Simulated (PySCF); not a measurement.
A homologous series of growing length: n-germane fluoro/fluoro. All species are isolated molecules in the gas phase. One relaxed conformer stands for each flexible species; it need not be the lowest. Strings in code marks are SMILES.

The HOMO from two functionals at the same geometries (PBE-D3(BJ)/def2-SVP), both in PySCF: PBE-D3(BJ)/def2-TZVP and PBE0-D3(BJ)/def2-TZVP. 

| species | PBE-D3(BJ)/def2-TZVP (eV) |
|---|---|
| n = 1 (`[F][GeH2][F]`) | -8.46 |
| n = 2 (`[F][GeH2][GeH2][F]` (F–Ge–Ge–F torsion 177°)) | -7.29 |
| n = 3 (`[F][GeH2][GeH2][GeH2][F]` (F–Ge–Ge–Ge torsion 178°, Ge–Ge–Ge–F torsion 178°)) | -7.12 |
| n = 4 (`[F][GeH2][GeH2][GeH2][GeH2][F]`) | -6.87 |
| n = 5 (`[F][GeH2][GeH2][GeH2][GeH2][GeH2][F]`) | -6.69 |
| n = 7 (`[F][GeH2][GeH2][GeH2][GeH2][GeH2][GeH2][GeH2][F]`) | -6.44 |

Task: What does PBE0-D3(BJ)/def2-TZVP give for each?

Result: 
- n = 1 (`[F][GeH2][F]`): -10.07
- n = 2 (`[F][GeH2][GeH2][F]` (F–Ge–Ge–F torsion 177°)): -8.57
- n = 3 (`[F][GeH2][GeH2][GeH2][F]` (F–Ge–Ge–Ge torsion 178°, Ge–Ge–Ge–F torsion 178°)): -8.30
- n = 4 (`[F][GeH2][GeH2][GeH2][GeH2][F]`): -7.96
- n = 5 (`[F][GeH2][GeH2][GeH2][GeH2][GeH2][F]`): -7.72
- n = 7 (`[F][GeH2][GeH2][GeH2][GeH2][GeH2][GeH2][GeH2][F]`): -7.39
Over these rows, drawn at random from the members with no instability flagged (it was tested for open shells, ions and some series alone), PBE minus PBE0-D3(BJ): mean +1.19 eV, from +0.96 eV to +1.60 eV.
